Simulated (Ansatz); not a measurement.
Si₄H₇⁻, relaxed as a singlet with RKS B3LYP-D4/def2-SVPD in Ansatz, starting from the GFN1-xTB geometry. Force threshold 0.02 eV/Å.

The structure comes from a short search, and lower isomers may exist.

Start:

Cartesian coordinates in Å:
```
Si -0.8396 1.1042 0.0917
Si 0.6605 -1.4110 -0.9268
Si 1.3870 0.7641 -0.5986
Si -0.9330 -1.1624 0.7245
H -1.1041 2.0571 1.1758
H 1.6059 -2.5209 -0.7395
H 2.3529 1.3856 0.3239
H -2.1528 -1.9029 0.4644
H -1.8553 1.5459 -0.8662
H 1.8395 1.4316 -1.8272
H -0.9611 -1.2912 2.1779
```

```
step  energy (eV)  largest force component (eV/Å)  SCF passes
   1  -31617.7761                           1.073          15
   2  -31618.0564                           0.523          22
   3  -31618.1361                           0.552          18
   4  -31618.1723                           0.302          19
   5  -31618.1893                           0.228          18
   6  -31618.1984                           0.129          17
   7  -31618.2027                           0.068          17
   8  -31618.2037                           0.022          17
   9  -31618.2037                           0.046          17
  10  -31618.2041                           0.013          17
```

Force components are those of the run's own axes.

End:

```csv
atom,x (Å),y (Å),z (Å)
Si1,-0.912,1.170,0.106
Si2,0.583,-1.546,-1.232
Si3,1.281,0.688,-0.645
Si4,-0.920,-1.143,0.614
H5,-1.188,2.221,1.151
H6,1.665,-2.340,-0.490
H7,2.191,0.921,0.540
H8,-2.273,-1.814,0.651
H9,-1.836,1.498,-1.034
H10,1.844,1.609,-1.702
H11,-0.434,-1.262,2.041
```

By distances, no bond broke or formed. The bond that changes most is Si2–Si4, from 2.31 to 2.41 Å (atoms count from 1).

No frequencies were taken in this run, so the end may be a saddle point.

Hardware: 4 threads of Arm Neoverse V2 on a shared host. Wall time 22 s.
